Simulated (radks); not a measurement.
Results of a calculation; reference values are marked as such.
All-electron atom: Ni3+ in [Ar] 3d6.5 4s0.5 (fractional occupations, a model configuration). Code: a radial shooting solver on a logarithmic mesh with Libxc functionals. Model: non-relativistic Kohn-Sham, BLYP, spin-polarised, spherical densities, point nucleus; open shells are filled with parallel spins first.

Normalised radial functions P(r) = r R(r), r in bohr:

r,3s up,3d up,4s down
0.001787,0.0584,0.0000,0.0202
0.002645,0.0844,0.0000,0.0292
0.003914,0.1204,0.0000,0.0416
0.005793,0.1688,0.0000,0.0584
0.008642,0.2315,0.0001,0.0800
0.01279,0.3020,0.0004,0.1044
0.01893,0.3674,0.0014,0.1269
0.02801,0.3966,0.0041,0.1369
0.04146,0.3374,0.0119,0.1161
0.06135,0.1305,0.0325,0.0440
0.0908,-0.2325,0.0830,-0.0820
0.1355,-0.6123,0.1957,-0.2116
0.2005,-0.6457,0.3985,-0.2148
0.2967,-0.0570,0.6877,0.0038
0.4391,0.8682,0.9657,0.3140
0.6498,1.3020,1.0573,0.3449
0.9616,0.9153,0.8733,-0.0844
1.423,0.3270,0.5295,-0.6275
2.123,0.0491,0.2101,-0.7611
3.142,0.0024,0.0459,-0.4192
4.65,0.0000,0.0039,-0.0942
6.882,0.0000,0.0001,-0.0063

3s up: eigenvalue -153.34 eV, 2 radial nodes at r = 0.0718, 0.304 bohr, <r> = 0.740 bohr, 90 % of the charge inside 1.11 bohr. 3d up: eigenvalue -52.954 eV, 0 radial nodes, <r> = 0.863 bohr, 90 % of the charge inside 1.45 bohr. 4s down (empty): eigenvalue -33.902 eV, 3 radial nodes at r = 0.0715, 0.295, 0.907 bohr, <r> = 2.14 bohr, 90 % of the charge inside 3.11 bohr.
